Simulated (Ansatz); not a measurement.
**Calibrating B3LYP-D4/def2-TZVPP on molecular compounds of B**

The atomisation enthalpy at 298 K in kJ/mol of 6 molecular compounds of B: x at B3LYP-D4/def2-TZVPP, y from tabulated heats of molecules and atoms (NIST-JANAF tables). Shapes, held fixed at every level: PBE0-D4/def2-TZVP. Computed values hold a harmonic thermal term (PBE0-D4/def2-TZVP) and the atoms' spin-orbit lowering. Programs: Ansatz 0.2.0.

```
                      molecule  x (kJ/mol)  y (kJ/mol)
         BI3 (boron triiodide)         839         819
       BBr3 (boron tribromide)        1091        1110
BBr2Cl (dibromo(chloro)borane)        1166        1187
   BBr2F (dibromofluoroborane)        1364           ?
  BClF2 (chlorodifluoroborane)        1721        1736
       BF3 (boron trifluoride)        1925        1944
```

**Question.** Fit y = c + s·x to the known rows and predict y for BBr2F.

**Answer.** 
1. Means of the 5 rows: x = 1348.40, y = 1359.2.
2. Σ(Δx)² = 830311, Σ(Δx·Δy) = 848323, so the slope is 848323/830311 = 1.0217.
3. Intercept: 1359.2 − (1.0217) × 1348.40 = -18.5. The largest residual of the fit is 20.
4. BBr2F: -18.5 + 1.0217 × 1364 = 1375 kJ/mol.

The tabulated heats give 1388 kJ/mol, so the prediction is off by -13 kJ/mol, within the largest residual. Uncorrected, B3LYP-D4/def2-TZVPP misses BBr2F by -24 kJ/mol, and the other rows by 19 on average. With references in doubt, neither the misses nor the line can be laid on the level alone. Left out in turn, the other rows are missed by 19 kJ/mol on average, no better than no correction. The molecules' own spin-orbit lowering is left out, so errors for iodides read a little too negative. The tabulated values of BI3, BBr3, BBr2Cl, BBr2F, BClF2 are in doubt (older tables, estimates, or at odds with other calculations) and kept here. For atoms past krypton def2 sets carry core potentials with scalar relativity. Relativity is left out for Br.
